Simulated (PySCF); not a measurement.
**Ru (ruthenium, neutral) across methods**

[Kr] 4d7 5s1, high-spin 5F determinant. Calculation: PySCF 2.14, in aug-cc-pVDZ-PP with ECP28MDF (5s5p4d2f, 54 functions); a scalar-relativistic core potential.

```tsv
method	E (hartree)	mean ε 4d α (eV)	mean ε 5s α (eV)	mean ε 4d β (eV)	Σ⟨r²⟩ (bohr²)	⟨S²⟩
r2SCAN	-94.5213	-6.228	-5.050	-4.141	48.98	6.001
BHandHLYP	-94.3919	-8.815	-5.712	-6.912	49.21	6.003
B97-3	-94.4954	-7.449	-5.160	-5.662	49.19	6.005
BP86	-94.5813	-6.033	-4.973	-4.375	49.45	6.001
PW91	-94.5510	-5.976	-4.870	-4.225	49.51	6.001
UHF	-93.81241	-11.473	-6.478	-8.916	49.66	6.004
LDA	-94.2876	-6.091	-5.052	-4.228	49.58	6.001
PBE	-94.5018	-5.924	-4.806	-4.158	49.56	6.001
```

Problem. Estimate the same row for PBE0.

Solution. E (hartree) = -94.4809; mean ε 4d α (eV) = -7.441; mean ε 5s α (eV) = -5.349; mean ε 4d β (eV) = -5.517; Σ⟨r²⟩ (bohr²) = 49.16; ⟨S²⟩ = 6.001.

Energies and moments cover only the electrons outside the core potential.
